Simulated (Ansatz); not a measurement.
Consider the formal hydrolysis of a C–Br bond: `C[SiH2]C(F)Br` + H₂O → `C[SiH2]C(O)F` + HBr.

Gas-phase electronic energies from Ansatz, PBE0-D4/def2-TZVP geometries. CBS: MP2 limit from def2 TZ/QZ plus the TZ coupled-cluster correction, frozen cores. This one scheme is used for every species. Functionals use def2-TZVPP. B3LYP here is the variant with VWN-RPA as its local correlation; programs differ in this. For Br outer-core shells are correlated without core-valence functions, which leaves a few kJ/mol of doubt a bond. Scalar relativity is left out up to krypton. Each species was taken in one conformer, which may not be the lowest.

Q: Is it downhill or uphill in electronic energy at CCSD(T)/CBS, and by how much? (Best estimate.)

A: The calculation gave: Uphill: ΔE = +0.12 eV.

Q: What do these levels give: B3LYP-D4, MP2/def2-TZVPP, CCSD/def2-TZVPP, MP2/def2-QZVPP, SCS-MP2/def2-QZVPP, MP2/CBS(def2)? (An estimate is asked.)

A: The calculation gave: B3LYP-D4 0.04, MP2/def2-TZVPP 0.14, CCSD/def2-TZVPP 0.02, MP2/def2-QZVPP 0.18, SCS-MP2/def2-QZVPP 0.12, MP2/CBS(def2) 0.21 eV.

Largest T1 diagnostic among the species: 0.012.

In def2-TZVPP, CCSD(T) changes the Hartree–Fock value by +0.18 eV (the triples alone add +0.03 eV) and MP2 by +0.26 eV. The D4 term adds +0.06 eV with B3LYP and +0.03 eV with PBE0; it sums over pairs of atoms, weighted by their polarisabilities, and B3LYP, whose exchange is more repulsive, gets the larger term.
